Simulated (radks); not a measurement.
The numbers below are computed, except where a source is named.
Q: The mean radii <r> (bohr) of the occupied orbitals of an atom or ion are listed with their occupations. Level of theory: Dirac Kohn-Sham, PBE, spin-unpolarised, spherical densities, point nucleus (a radial shooting solver on a logarithmic mesh with Libxc functionals).

orbital  occ.      <r>
1s1/2       2  0.02971
2s1/2       2   0.1281
2p1/2       2   0.1085
2p3/2       4   0.1137
3s1/2       2   0.3483
3p1/2       2   0.3394
3p3/2       4   0.3505
3d3/2       4   0.3223
3d5/2       6   0.3258
4s1/2       2   0.8479
4p1/2       2   0.9003
4p3/2       4   0.9302
4d3/2       4    1.142
4d5/2       6    1.156

Name the element and its charge. Open shells, if any, are shared by 2j + 1.

A: Z = 49, indium, charge +3: In3+ in [Kr] 4d10. The 1s radius gives Z: for a bare nucleus <r> = (2 gamma + 1)/(2Z) with gamma = sqrt(1 - (Z/c)^2), 0.02926 bohr for Z = 49, and screening makes it slightly larger (0.02971 here). The occupations add up to 46, and the charge is Z minus that.
